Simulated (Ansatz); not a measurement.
`[CH3][SnH]([F])[Cl]`. Charge 0, multiplicity 1. Sn: def2 effective core potential.

```xyz
8

C    -0.317   -0.233    1.137
Sn    0.240    0.364   -0.813
F     2.051   -0.227   -1.048
Cl   -0.977   -0.869   -2.356
H    -0.170   -1.310    1.214
H     0.309    0.279    1.867
H    -1.365    0.008    1.311
H     0.229    1.988   -1.311
```

Question: List the harmonic frequencies (cm⁻¹, unscaled) at PBE0-D4/def2-TZVP in Ansatz. (Best estimate.)

Answer: Ansatz gave: 59, 121, 148, 154, 377, 539, 554, 568, 623, 782, 791, 1231, 1445, 1447, 1978, 3076, 3179, 3183.

Question: Is this a minimum?

Answer: Yes, all 18 modes are real.

Question: Give the ideal-gas thermochemistry at 298.15 K and 1 bar (rigid rotor, harmonic oscillator; point group C1, symmetry number 1).

Answer: Zero-point energy 121.2 kJ/mol; H(298) − E = 141.7 kJ/mol; entropy 357.6 J/(mol·K), of which translation 174.2, rotation 114.4, vibration 69.0; G(298) − E = 35.0 kJ/mol. Modes under 100 cm⁻¹ are hindered rotations or soft bends, so the harmonic entropy is rough.

Question: Rotational constants (cm⁻¹)?

Answer: 0.1391, 0.07619, 0.05981.
